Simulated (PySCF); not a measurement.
**MnSe2, broken-symmetry Ms = 1/2: data card**

These are results of UPBE0/[Mn def2-SVP, Se def2-SVP], no relativity, density fitting, PySCF, not measurements.

The structure is a higher-order saddle point with 2 imaginary modes (one degenerate set).

```xyz
3
charge 0 multiplicity 2, angstrom
Mn    0.0000    0.0000    0.0000
Se    0.0000    0.0000    2.2218
Se    0.0000    0.0000   -2.2218
```

```json
{"Point group": "D∞h", "Bond lengths": "Mn–Se 2.222 Å (×2)", "Bond angles": "Se–Mn–Se 180.0°", "Lowest empty level (α)": "-4.74 eV", "Zero-point energy (real modes)": "3.4 kJ/mol", "Principal quadrupole moments (Buckingham, traceless) about the centre of mass": "-10.05, 5.02, 5.02 D Å", "Dipole moment": "0.00 D", "Rotational constants": "0.02137 cm⁻¹", "Atomisation energy without zero-point energy": "328 kJ/mol", "Spin squared ⟨S²⟩": "2.902", "Principal polarisabilities": "54.9, 54.9, 219.3 bohr³", "Highest occupied level (α)": "-6.58 eV"}
```

Harmonic modes (masses in u: Mn 54.938, Se 79.917):
```
symmetry  ω (cm⁻¹)  IR (km/mol, summed over degenerate members)
      πu      129i                                            –
     σg+       203                                          0.0
     σu+       358                                         15.7
```

In D∞h the vibrations span πu + σg+ + σu+. The σg+ mode carries no infrared intensity, as symmetry demands. With a centre of inversion only u modes can be infrared active and only g modes Raman active.

Charges (e):
| atom | Mulliken | Löwdin | polar tensor | spin (Mulliken) | Mayer order to Mn1 |
| --- | --- | --- | --- | --- | --- |
| Mn1 | 0.49 | 0.24 | 0.56 | 2.76 | – |
| Se2,3 | -0.24 | -0.12 | -0.28 | -0.88 | 1.53 |
Other Mayer orders above 0.3: Se–Se 0.68.

Mulliken populations on Mn1: s 6.57, p 12.70, d 5.24, f 0.00.

Outer orbital energies (eV). α occupied: -10.77, -10.77, -10.74, -10.74, -9.72, -7.47, -6.58, -6.58; empty: -4.74, -4.74, -4.72, 0.33. β occupied: -18.68, -10.15, -8.25, -8.25, -7.89, -7.89, -7.85, -7.45; empty: -2.42, -2.42, -2.32, -2.32.

The determinant is spin-contaminated (⟨S²⟩ = 2.90, pure value 0.75). Other isomers or separated fragments may lie lower. Open d and f shells are described by one determinant, and the ground state may have another occupation or spin. At this level a broken-symmetry Ms = 3/2 minimum of D∞h symmetry lies 198 kJ/mol below this structure.

The final relaxation and frequency run took of the order of 110 core-seconds on a shared host.
